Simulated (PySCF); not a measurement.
The vertical singlet excitations below were computed for one of the candidates. Method used: TDDFT CAM-B3LYP/def2-SVPD, vertical, gas phase, core orbitals frozen in the response in PySCF. Geometries: PBE0-D3(BJ)/def2-SVP, one conformer each.

```json
{"state": "S1", "E (eV)": "4.96", "f": "0.0000", "main configurations (H = HOMO, L = LUMO)": "H→L (87%)"}
{"state": "S2", "E (eV)": "6.20", "f": "0.297", "main configurations (H = HOMO, L = LUMO)": "H-1→L (86%)"}
{"state": "S3", "E (eV)": "6.58", "f": "0.319", "main configurations (H = HOMO, L = LUMO)": "H-2→L (88%)"}
{"state": "S4", "E (eV)": "7.21", "f": "0.0074", "main configurations (H = HOMO, L = LUMO)": "H-2→L+1 (76%), H-2→L+2 (15%)"}
{"state": "S5", "E (eV)": "7.36", "f": "0.023", "main configurations (H = HOMO, L = LUMO)": "H-1→L+1 (59%), H→L+1 (27%)"}
{"state": "S6", "E (eV)": "7.40", "f": "0.055", "main configurations (H = HOMO, L = LUMO)": "H→L+1 (53%), H-1→L+1 (27%)"}
{"state": "S7", "E (eV)": "7.56", "f": "0.0000", "main configurations (H = HOMO, L = LUMO)": "H-3→L (62%), H-4→L (17%), H-5→L (13%)"}
{"state": "S8", "E (eV)": "7.88", "f": "0.0037", "main configurations (H = HOMO, L = LUMO)": "H-1→L+2 (59%), H-1→L+3 (11%), H-1→L+4 (10%)"}
{"state": "S9", "E (eV)": "7.94", "f": "0.0024", "main configurations (H = HOMO, L = LUMO)": "H→L+7 (35%), H-4→L (17%), H-3→L (9%)"}
{"state": "S10", "E (eV)": "8.11", "f": "0.036", "main configurations (H = HOMO, L = LUMO)": "H→L+3 (42%), H→L+2 (18%), H→L+4 (14%)"}
```

Triplets computed (Tamm–Dancoff): 3.88, 4.60, 5.08, 6.91 eV.

Question: Which structure fits? All have the formula C5H9NO.
A. `COC1=NCCC1`
B. `[H]/N=C/OCC(=C)C`
C. `C(C)/C=C/C(N)=O`

Answer: C. Its S1, at 4.96 eV, is the lowest among the candidates; the nearest of the others has S1 at 6.47 eV. S1 is HOMO→LUMO (87%). Löwdin shares by element: HOMO oxygen 67%, carbon 20% or more, nitrogen 6%; LUMO carbon 62% or more, oxygen 10% (atoms not listed hold the other 28%). At the same level the other candidates give, for their lowest levels:
- `[H]/N=C/OCC(=C)C`: 6.47 eV (f 0.001); 7.17 eV (f 0.074); 7.25 eV (f 0.418); 7.59 eV (f 0.036); 7.63 eV (f 0.025); T1 4.30 eV; HOMO -8.71, LUMO 1.25 eV
- `COC1=NCCC1`: 6.49 eV (f 0.001); 6.99 eV (f 0.002); 7.32 eV (f 0.149); 7.49 eV (f 0.073); 7.74 eV (f 0.009); HOMO -8.55, LUMO 1.35 eV

Conformer computed: `[CH3:1][CH2:2]/[CH:3]=[CH:4]/[C:5]([NH2:6])=[O:7]`: C1–C2–C3–C4 -120°, C3–C4–C5–N6 -179°, H–N6–C5–C4 0°, H–N6–C5–C4 180°.
